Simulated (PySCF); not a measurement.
**Ga: excitation energy**

Ga [Ar] 3d10 4s2 4p1 (2P) → Ga [Ar] 3d10 4s1 4p2 (4P), as a difference of total energies. Calculation: PySCF 2.14, in aug-cc-pVDZ-PP with ECP10MDF (5s4p3d, 32 functions); a scalar-relativistic core potential. Correlated levels: valence: 3s2 3p6 3d10 frozen. The calculations carry no spin-orbit coupling.

```
           method  excitation energy (eV)
              UHF                   3.333
             PBE0                   4.763
           r2SCAN                   4.678
        BHandHLYP                   4.926
            B97-3                   5.154
             BLYP                   5.495
          wB97X-V                   4.954
    MP2 (valence)                   3.937
SCS-MP2 (valence)                   4.163
```

Q: Estimate what LDA gives.

A: 5.349 eV, closest to BLYP among the rows shown.

Q: Estimate what PBE gives.

A: 5.088 eV, closest to B97-3 among the rows shown.
